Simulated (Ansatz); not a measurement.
`CO[BH][ZnH]` + H₂ → `[ZnH2]` + `BOC` at 400 K and 1 bar (hydrogenolysis of a Zn–B bond).

Calculated with Ansatz (gas phase, PBE0-D4/def2-TZVP geometries, no zero-point term in ΔE). CCSD(T)/CBS is the MP2 limit (def2-TZVPP, def2-QZVPP) plus CCSD(T) − MP2 in def2-TZVPP, frozen cores. This one scheme is used for every species. For Zn outer-core shells are correlated without core-valence functions, which leaves a few kJ/mol of doubt a bond. Scalar relativity is left out up to krypton. Each species was taken in one conformer, which may not be the lowest.

```
      species  CCSD(T)/CBS energy (Eh)  H − E (kJ/mol)  S (J/(mol·K))
`CO[BH][ZnH]`              -1919.39909           189.3          353.5
           H₂                 -1.17544            38.0          139.0
     `[ZnH2]`              -1779.54550            43.9          212.3
        `BOC`               -141.04597           188.1          287.6
```

H − E and S are ideal-gas, rigid-rotor, harmonic terms from PBE0-D4/def2-TZVP, for one conformer and one mirror image of each species. For small species the MP2-based limit differs from directly extrapolated CCSD(T) by up to some mEh (0.8 for H₂); such offsets cancel only in part. 1 Eh = 2625.50 kJ/mol, R = 8.31446 J/(mol·K).

**Question.** By hand: ΔE, ΔH, ΔS and ΔG.

**Answer.** ΔE = (-1779.54550) + (-141.04597) − (-1919.39909) − (-1.17544) = -0.01694 Eh = -44.5 kJ/mol. Δ(H − E) = 43.9 + 188.1 − 189.3 − 38.0 = 4.7, so ΔH = -39.8 kJ/mol. ΔS = 212.3 + 287.6 − 353.5 − 139.0 = 7.4 J/(mol·K). ΔG = -39.8 − 400 × (7.4)/1000 = -42.8 kJ/mol.

**Question.** By hand: the equilibrium constant, and the temperature at which ΔG would vanish if ΔH and ΔS stayed fixed.

**Answer.** log₁₀ K = −ΔG/(RT ln 10) = 5.6. ΔH and −TΔS have one sign here, so there is no such temperature.

The number of gas molecules stays the same, so ΔS is small and ΔH decides. A doubt of 5 kJ/mol in ΔE shifts log₁₀ K by 0.7 here. Other conformers and mirror images would add mixing entropy, several J/(mol·K) or more a flexible species. These are equilibria of isolated gas molecules and say nothing of rates. Largest T1 diagnostic: 0.016 (customary marks: 0.02 for closed shells, 0.045 for open ones).

ΔS is within the doubt of such terms, so its sign, and with it that verdict, could turn.
